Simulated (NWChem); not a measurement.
System: BHBrF; SMILES FBBr

```xyz
4

B     -0.5681    -1.0794     0.0000
H     -1.7461    -1.3198     0.0000
F      0.3069    -2.0542     0.0000
Br     0.0521     0.7201     0.0000
```
Atoms are numbered in this order, from 1.

Program: NWChem. The geometry was optimised at PBE0/def2-SVP. Ions are spin-unrestricted doublets at the neutral geometry; other ion states weren't tried.

Question: What does the run give for PBE0/def2-SVP? Quantities: vertical ionisation energy, ΔSCF (eV); −ε(HOMO) (eV).

Answer: The vertical ionisation energy, ΔSCF (eV) is 11.43 and the −ε(HOMO) (eV) is 8.66.
